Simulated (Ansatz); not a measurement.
Program: Ansatz. Geometries: PBE0-D4/def2-TZVP. ΔE: electronic, gas phase. CCSD(T)/CBS adds triple-zeta CCSD(T) − MP2 to the extrapolated MP2 energy (def2 sets, frozen cores). This one scheme is used for every species. Functionals use def2-TZVPP. HSE06 is defined as in plane-wave codes. Triplets are unrestricted, without spin–orbit coupling. For Ge outer-core shells are correlated without core-valence functions, which leaves a few kJ/mol of doubt a bond. Scalar relativity is left out up to krypton. One conformer a species, not always the lowest.

Consider the formal loss of a carbene: `C[O][Ge][F]` → `[CH2]` (triplet) + `[OH][Ge][F]`.

`C[O][Ge][F]`:

Z-matrix (Å, degrees):
```
C
O 1 1.413
H 1 1.092 2 112.1
H 1 1.093 2 109.1 3 120.9
H 1 1.093 2 109.0 3 -120.9
Ge 2 1.764 1 128.6 3 -0.7
F 6 1.768 2 99.1 1 -0.0
```

`[CH2]` (triplet):

Z-matrix (Å, degrees):
```
C
H 1 1.079
H 1 1.079 2 134.9
```

`[OH][Ge][F]`:

Z-matrix (Å, degrees):
```
O
Ge 1 1.771
H 1 0.964 2 113.8
F 2 1.767 1 97.0 3 0.0
```

(1) Is it downhill or uphill in electronic energy at CCSD(T)/CBS, and by how much? (An estimate is asked.)

(2) What do these levels give: B97M-V, r2SCAN0-D4, ωB97X-V, HSE06, MP2/def2-SVP, HF/def2-QZVPP? (Best estimate.)

Largest T1 diagnostic among the species: 0.015.

Answers

(1) Ansatz gave: Uphill: ΔE = +3.94 eV.

(2) The calculation gave: B97M-V 3.98, r2SCAN0-D4 3.67, ωB97X-V 4.09, HSE06 3.88, MP2/def2-SVP 3.92, HF/def2-QZVPP 2.51 eV.

At CCSD(T), def2-SVP lies −0.06 eV from the extrapolated value and def2-TZVPP −0.10 eV. The D4 term adds +0.09 eV with B3LYP and +0.05 eV with PBE0; it sums over pairs of atoms, weighted by their polarisabilities, and B3LYP, whose exchange is more repulsive, gets the larger term. Leaving LDA and LC-ωPBE aside and taking each functional with its dispersion term where it has one, the values spread over 0.42 eV, from r2SCAN0-D4 to ωB97X-V. LDA lies +0.74 eV from PBE without D4.

B3LYP here is the variant with VWN-RPA as its local correlation; programs differ in this.
